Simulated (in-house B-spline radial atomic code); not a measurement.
Configurations of Sr III (Sr2+), with energies counted from [Ar] 3d10 4s2 4p6. All numbers are computed (scalar-relativistic (X2C) B97-1, spin-polarised, spherical fractional occupations, exact exchange averaged over the configuration; Fermi nucleus of rms radius 4.224 fm) with an all-electron radial atomic-structure program (B-spline basis), not measured. Shells without spins written out take the highest spin.

Occupations are held fixed; configurations that lie above the ionisation limit could autoionise.

```tsv
configuration	E - E(ref) (eV)	highest orbital	its <r> (bohr)
[Ar] 3d10 4s2 4p5 5d1	33.317	5d up	5.58
[Ar] 3d9 4s2 4p6 5p1	142.56	5p up	3.928
[Ne] 3s2 3p5 3d10 4s2 4p6 4d1	267.74	4d up	2.165
[Ne] 3s2 3p5 3d10 4s2 4p6 5p1	273.27	5p up	3.927
[Ne] 3s2 3p5 3d10 4s2 4p6 5d1	278.48	5d up	5.475
[Ne] 3s2 3p5 3d10 4s2 4p6 5f1	282.91	5f up	9.389
```

Order these further configurations by energy, lowest first.
A. [Ne] 3s2 3p5 3d10 4s2 4p6 5s1
B. [Ar] 3d10 4s1 4p6 5d1
C. [Ar] 3d10 4s1 4p6 5p1
D. [Ar] 3d9 4s2 4p6 5d1
E. [Ar] 3d10 4s2 4p5 4d1

E (23.158 eV), C (47.837 eV), B (52.969 eV), D (147.76 eV), A (269.2 eV).

How far above the reference does [Ar] 3d10 4s1 4p6 4f1 lie?

54.66 eV; its least bound orbital is 4f up with <r> = 5.533 bohr.
